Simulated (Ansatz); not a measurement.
GeH₄, SMILES [GeH4].

Coordinates come from a ωB97X-D3(BJ)/def2-TZVPD optimisation. The isomer is the one that the SMILES or the coordinates give; other isomers of the formula were not compared.

Two levels are set side by side: PBE/def2-TZVPD (Ansatz, a program for electronic structure) and ωB97X-V/def2-TZVPD (Ansatz). Energy differences of separate SCF runs at the same geometry; the states with an electron removed or added have multiplicity 2 and 2. Differences are taken from unrounded values.

| quantity | PBE |
|---|---|
| vertical ionisation energy (eV) | 11.90 |
| vertical singlet–triplet gap (eV) | 7.74 |

These are the PBE values. What does ωB97X-V give? (Estimate from the structure and the level; the computed values follow.)


```tsv
quantity	ωB97X-V	PBE minus ωB97X-V
vertical ionisation energy (eV)	12.40	-0.51
vertical singlet–triplet gap (eV)	8.50	-0.76
```
